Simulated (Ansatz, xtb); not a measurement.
# Relative energy of two isomers of C2H5BO

Structure I: `B/C=C\O`, a singlet. Structure II: `B/C=C/O`, a singlet. Both are isolated molecules in the gas phase, relaxed with r2SCAN-D4/def2-SVP; the shapes shown needn't be the lowest conformers.

I (Å):

```xyz
9

C    -0.0611    0.3373    0.1666
C    -0.3874    0.6265   -1.1222
B    -0.3235   -0.9996    0.8532
O    -0.9851   -0.2406   -1.9495
H     0.0035   -1.1648    2.0068
H    -0.8578   -1.9073    0.2604
H     0.4223    1.1695    0.6917
H    -0.1719    1.6130   -1.5640
H    -1.1214    0.1741   -2.8105
```

II (Å):

```xyz
9

C    -0.3929    0.3431    0.1523
C    -0.7302    0.1515   -1.1501
B     0.3153   -0.7696    0.9034
O    -1.3553    1.0754   -1.8898
H     0.6389   -0.6546    2.0629
H     0.5646   -1.8067    0.3234
H    -0.6601    1.3136    0.5896
H    -0.4945   -0.7968   -1.6568
H    -1.5008    0.7390   -2.7840
```

Problem. Which of the two would you expect CCSD(T)/def2-TZVP electronic energies to favour?

Solution. Structure II; the calculation gives E(II) − E(I) = −15.5 kJ/mol.

The same difference at several levels:

| level | geometry | E(II) − E(I) (kJ/mol) | departure from the last row (kJ/mol) | job, with rough time for the two |
| --- | --- | --- | --- | --- |
| GFN2-xTB | GFN2-xTB | −10.6 | +4.9 | optimisation, 0.15 s |
| HF/STO-3G | GFN2-xTB | −8.3 | +7.2 | single point, 0.26 s |
| r2SCAN-D4/def2-SVP//GFN2-xTB | GFN2-xTB | −12.9 | +2.6 | single point, 2.7 s |
| r2SCAN-D4/def2-SVP | r2SCAN-D4/def2-SVP | −14.3 | +1.3 | optimisation, 18 s |
| HF/def2-TZVP | r2SCAN-D4/def2-SVP | −15.4 | +0.1 | part of the CCSD(T) run |
| MP2/def2-TZVP | r2SCAN-D4/def2-SVP | −16.3 | −0.8 | part of the CCSD(T) run |
| CCSD(T)/def2-TZVP | r2SCAN-D4/def2-SVP | −15.5 |  | single point, 47 s |

As drawn, both hold the same kinds of bond in the same numbers.

None of the levels shown reverses the order. The largest departure from CCSD(T)/def2-TZVP is that of HF/STO-3G, 7.2 kJ/mol.

With harmonic frequencies from r2SCAN-D4/def2-SVP (ideal gas, rigid rotor, one conformer each, 298.15 K, 1 atm): the zero-point term adds +0.1 kJ/mol; ΔH is −15.5 and ΔG −15.0 kJ/mol.

The correlated steps freeze 4 core orbitals. Programs: Ansatz 0.2.0, xtb 6.7.1; the last row on 2 threads of Intel(R) Xeon(R) Platinum 8375C CPU @ 2.90GHz (Ice Lake) on a shared host.
